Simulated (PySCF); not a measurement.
Al(H)(Me)(SMe) (C₂H₇AlS), SMILES [CH3][AlH][S]C. Coordinates come from a PBE0-D3(BJ)/def2-SVP optimisation. The structure was generated by enumeration; whether it is a known compound was not checked. The values are those of a single conformer.

Computed equilibrium geometry at PBE0-D3(BJ)/def2-SVP (PySCF confirms it by a frequency run) as bond lengths and angles, and its point group (one conformer of several):
point group Cs.
Atoms: Al1 H2 C3 H4 H5 H6 S7 C8 H9 H10 H11. Bonded distances (Å): Al1–H2 1.592, Al1–C3 1.949, Al1–S7 2.181, C3–H4 1.103, C3–H5 1.103, C3–H6 1.101, S7–C8 1.827, C8–H9 1.099, C8–H10 1.098, C8–H11 1.098. Bond angles (°): H2–Al1–C3 125.0, H2–Al1–S7 116.4, C3–Al1–S7 118.6, Al1–C3–H4 110.9, Al1–C3–H5 110.9, Al1–C3–H6 112.5, H4–C3–H5 106.6, H4–C3–H6 107.9, H5–C3–H6 107.9, Al1–S7–C8 103.4, S7–C8–H9 112.0, S7–C8–H10 108.9, S7–C8–H11 108.9, H9–C8–H10 109.0, H9–C8–H11 109.0, H10–C8–H11 108.9.
Charge 0, spin multiplicity 1.
